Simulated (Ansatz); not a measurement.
C2H7NSSi can be A, `C[SiH2]NC=S`, or B, `C=NCS[SiH3]`.

Computed with Ansatz on PBE0-D4/def2-TZVP structures; ΔE is electronic, products minus reactants. CCSD(T)/CBS is the MP2 limit (def2-TZVPP, def2-QZVPP) plus CCSD(T) − MP2 in def2-TZVPP, frozen cores. DFT in def2-TZVPP. One conformer a species, not always the lowest.

(1) Which isomer does CCSD(T)/CBS put lower? Give the gap. (Best estimate.)

(2) Give E(B) − E(A) in kJ/mol with MP2/def2-TZVPP, CCSD/def2-TZVPP, PBE0-D4, PBE-D4, B2PLYP, r2SCAN-D4, ωB97M-V. (Best estimate.)

Largest T1 diagnostic: 0.016.

## Answers

(1) The calculation gave: A, by 133.2 kJ/mol.

(2) Ansatz gave: MP2/def2-TZVPP 139.1, CCSD/def2-TZVPP 128.2, PBE0-D4 137.3, PBE-D4 136.7, B2PLYP 138.8, r2SCAN-D4 145.5, ωB97M-V 136.4. None reverses the order clearly.

In def2-TZVPP, CCSD(T) changes the Hartree–Fock value by +5.4 kJ/mol (the triples alone add +2.1 kJ/mol) and MP2 by +14.2 kJ/mol.
